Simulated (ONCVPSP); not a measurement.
What one change does to a pseudopotential (holmium (Ho), ONCV)

* Element: Ho
* Generator: ONCVPSP 4.0.1
* Type: optimised norm-conserving Vanderbilt (ONCV)
* Functional: PBE
* Relativity: scalar-relativistic
* Frozen core: [Kr] 4d10 4f10
* Valence charge: 11
* Reference configuration: 5s2 5p6 5d1 (charge +2)
* Partial waves: 5s: rc 1.20 bohr, ncon 5, nbas 9, qcut 5 1/bohr, 3 projectors, debl 3 Ha; 5p: rc 2.25 bohr, ncon 3, nbas 6, qcut 7.6 1/bohr, 2 projectors, debl 3 Ha; 5d: rc 3.05 bohr, ncon 4, nbas 8, qcut 4.7 1/bohr, 2 projectors, debl 3.2 Ha; f scattering state at 0.27 Ha: rc 2.70 bohr, ncon 4, nbas 7, qcut 4.5 1/bohr, 1 projector
* Local potential: polynomial inside 1.15 bohr (lpopt 5, dvloc0 2 Ha)
* Core correction: polynomial model core, fcfact 0.65

All-electron outer shells of the reference configuration (PBE, scalar-relativistic, ld1.x):

```csv
shell,level (eV),outermost node (bohr),outermost maximum (bohr)
5p,-43.29,0.66,1.28
4f,-23.54,–,0.52
5d,-15.16,0.74,1.81
```

Change: p: qcut 6.9.

Cutoffs: the cutoffs (Ha) at which the residual kinetic energy of the hardest occupied pseudo-wave falls to 1 and 0.1 mHa per electron; they do not see the model core or the augmentation charge, which bear on the density cutoff. Errors are all-electron minus pseudo energies relative to the spin-unpolarised reference configuration.

Problem. How do hardness, ghosts and transferability respond?

Solution. The potential gets neither clearly harder nor softer (68 Ha and 125 Ha → 68 Ha and 125 Ha); both files keep a bound ghost (s); the errors of the 4 common tests hardly move.

| quantity | base | changed |
| --- | --- | --- |
| cutoff, loose | 68 Ha | 68 Ha |
| cutoff, tight | 125 Ha | 125 Ha |
| loose cutoff by channel | s 68 Ha, p 8.0 Ha, d 7.8 Ha | s 68 Ha, p 7.9 Ha, d 7.8 Ha |
| bound ghosts | s | s |
| GHOST(+) flags under 300 eV | none | p at 165.9 eV |
| error for 5s2 5p6 5d1 6s2, meV [ΔE -19.54 eV] | -13 | -13 |
| error for 5s2 5p6 5d1 6s1, meV [ΔE -12.60 eV] | -4.3 | -4.3 |
| error for 5s2 5p6 5d0, meV [ΔE 19.94 eV] | -35 | -35 |
| error for 5s2 5p6 5d2, meV [ΔE -10.91 eV] | -19 | -19 |
| s: phases at 1.21 bohr within 0.05 rad from the reference energy up to (Ha; the scan ends near 5) | to the end of the scan | to the end of the scan |
| p: phases at 2.29 bohr within 0.05 rad from the reference energy up to (Ha; the scan ends near 5) | 4.9 | 4.7 |
| d: phases at 3.09 bohr within 0.05 rad from the reference energy up to (Ha; the scan ends near 5) | 0.4 | 0.4 |
| f: phases at 2.74 bohr within 0.05 rad from the reference energy up to (Ha; the scan ends near 5) | 1.4 | 1.4 |
| rms error of d²Exc/dni dnj with the model core, mHa | 0.61 | 0.62 |

 A true bound ghost makes a file unfit for plane-wave use even where its test errors are small: the radial tests pick states by their node count and pass the ghost by.
